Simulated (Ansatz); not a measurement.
Saddle point of Si2N2H8, closed shell (Si₂N₂H₈ ([NH2][SiH]([NH2])[SiH3]) → Si₂NH₅ ([NH][SiH][SiH3]) + NH₃ (still joined by a long Si–N bond); bonds formed: N2–H4; bonds broken: N3–H4; bonds weakened to dative contacts: Si1–N2), PBE0-D4/def2-TZVP structure:

| atom | x (Å) | y (Å) | z (Å) |
| --- | --- | --- | --- |
| Si1 | -0.3145 | 0.3360 | -0.5741 |
| N2 | 0.9120 | 1.3431 | 0.4175 |
| N3 | 0.9254 | 0.2023 | -1.6553 |
| H4 | 1.4883 | 1.0288 | -0.5723 |
| H5 | -1.4765 | 1.2661 | -0.7669 |
| Si6 | -1.0339 | -1.4758 | 0.7470 |
| H7 | 0.7375 | 2.3335 | 0.5386 |
| H8 | 1.2936 | 0.9497 | 1.2690 |
| H9 | 1.0227 | -0.2950 | -2.5226 |
| H10 | -2.0212 | -1.0767 | 1.7919 |
| H11 | 0.1353 | -2.0952 | 1.4353 |
| H12 | -1.6688 | -2.5164 | -0.1082 |

Energies are electronic, without zero-point energy. Barriers and step energies count from the start structure reached by relaxing down the imaginary mode; all methods use the PBE0-D4 structures, on which another method's saddle can fall below an end. Program: Ansatz 0.2.0. Basis: def2-TZVPP, with def2-QZVPP for the basis limit. Cores are frozen in the correlated methods. B3LYP uses VWN-RPA correlation. Extrapolation: Hartree–Fock as exp(−7.88 √X), correlation as X^−2.97.

```csv
method,barrier (kcal/mol),step energy (kcal/mol)
SPW92,?,41.98
PBE-D4,45.04,41.98
BLYP-D4,?,42.69
r2SCAN-D4,49.04,44.92
B97M-V,52.00,45.19
PBE0-D4,49.71,45.83
B3LYP-D4,51.34,45.94
r2SCAN0-D4,52.08,47.48
BHLYP-D4,56.67,49.98
CAM-B3LYP-D4,53.09,48.10
wB97X-V,53.35,48.15
wB97M-V,52.22,46.83
B2PLYP,?,45.98
PBE-QIDH,52.03,47.41
RPA on PBE,51.32,45.27
HF,65.21,54.49
MP2,50.69,45.88
CCSD,54.66,48.11
CCSD(T),52.06,46.24
```

Q: Fill in the withheld barriers. (An estimate is asked for; the value comes from the calculation.)

A: Computed: BLYP-D4 47.73; B2PLYP 51.56; SPW92 41.56 kcal/mol. Each is the energy of the saddle less that of the start structure, by the same method.

For comparison, the barrier by CCSD(T) at an estimated basis limit (MP2 extrapolated from triple and quadruple zeta, plus CCSD(T) − MP2 in triple zeta) is 51.86 kcal/mol.

No T1 diagnostic of these runs exceeds 0.017.

Labels in which every atom is bracketed show which atoms are joined, not bond orders.

For scale, one of the runs: CCSD(T)/def2-TZVPP, 258 basis functions, launched by `ansatz run in.yaml --threads 4 --pin off --events-out ev --progress --plain --max-ram 9574MiB`. Hardware: 4 CPU threads of an Arm Neoverse V2, shared host. Wall time 2 min; peak host memory 5.6 GiB.
